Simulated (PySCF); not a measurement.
KI, HF: how much the basis matters

PySCF, RHF reference; singlet, unpaired electrons none; De to K + I without counterpoise correction.

| basis | relativity | functions | Re (Å) | ωe (cm⁻¹) | De (eV) | μ (D) |
| --- | --- | --- | --- | --- | --- | --- |
| def2-SVP | scalar-relativistic core potentials | 50 | 3.149 | 176 | 2.63 | -12.10 |
| x2c-SVPall | spin-free X2C | 60 | 3.126 | 183 | 2.60 | -11.62 |
| def2-TZVPP | scalar-relativistic core potentials | 83 | 3.153 | 175 | 2.64 | -12.05 |

(1) How does each smaller set differ from the one with most functions, def2-TZVPP?

A positive dipole means K(−)I(+). Measured (Huber and Herzberg, Constants of Diatomic Molecules (1979)): Re = 3.047844 Å, ωe = 186.53 cm⁻¹. These are scalar-relativistic numbers at best; spin–orbit coupling would shift them, the dissociation energy most. Where the molecule has an RHF reference, its open-shell atoms are computed with UHF. Hartree–Fock leaves out correlation, which carries a large part of most bond energies and some tenths to 1 eV of ionisation energies.

Results:

(1) def2-SVP: -0.4 pm, +0.6 % in ωe, -0.01 eV in De; x2c-SVPall: -2.7 pm, +4.6 % in ωe, -0.04 eV in De. All at HF; the set with most functions is neither the basis-set limit nor always the best. The rows treat relativity differently, so the differences are not basis effects alone.
